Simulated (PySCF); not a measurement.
## BeI⁻: frontier orbitals

PBE0 at R = 2.568 Å; Be def2-SVPD, I def2-SVPD with ECP28; scalar-relativistic core potentials (PySCF 2.14). State: ¹Σ⁺ (singlet), closed shell. Only the outer orbitals are listed, counted within each symmetry, core potentials removing the inner ones.

```json
{"orbital": "5σ", "occ.": "2", "ε (eV)": "-13.78", "on Be (%)": "0", "main shells (%)": "100 I s"}
{"orbital": "6σ", "occ.": "2", "ε (eV)": "-4.16", "on Be (%)": "21", "main shells (%)": "77 I p, 17 Be s"}
{"orbital": "3π", "occ.": "2", "ε (eV)": "-2.76", "on Be (%)": "2", "main shells (%)": "98 I p"}
{"orbital": "3π", "occ.": "2", "ε (eV)": "-2.76", "on Be (%)": "2", "main shells (%)": "98 I p"}
{"orbital": "7σ", "occ.": "2", "ε (eV)": "-0.12", "on Be (%)": "88", "main shells (%)": "75 Be s, 12 Be p, 10 I p"}
{"orbital": "4π", "occ.": "0", "ε (eV)": "3.30", "on Be (%)": "103", "main shells (%)": "103 Be p"}
{"orbital": "4π", "occ.": "0", "ε (eV)": "3.30", "on Be (%)": "103", "main shells (%)": "103 Be p"}
{"orbital": "8σ", "occ.": "0", "ε (eV)": "3.55", "on Be (%)": "74", "main shells (%)": "82 I p, 78 Be p"}
```

Q: Which are the highest filled and the lowest empty level, where do they sit, and how wide is the gap?

A: Highest filled 7σ at -0.12 eV (in %: 75 Be s, 12 Be p, 10 I p); lowest empty 4π at 3.30 eV (in %: 103 Be p); the gap at PBE0 is 3.42 eV. An empty level above zero is unbound, and its energy depends on the basis.

The bond order (Mayer) is 0.53 and the ⟨S²⟩ is 0.000. The charge on Be (Mulliken, basis-dependent) is -0.24 and the charge on Be (Löwdin, basis-dependent) is -0.26. The dipole moment (positive dipole points towards I; it is taken about the centre of mass and depends on that origin) is 7.24 D and the polarisability along the bond is 189.3 bohr³. The polarisability across the bond is 105.3 bohr³.

Shares are Mulliken populations and can fall outside 0 to 100 %.

Spin–orbit coupling is left out.
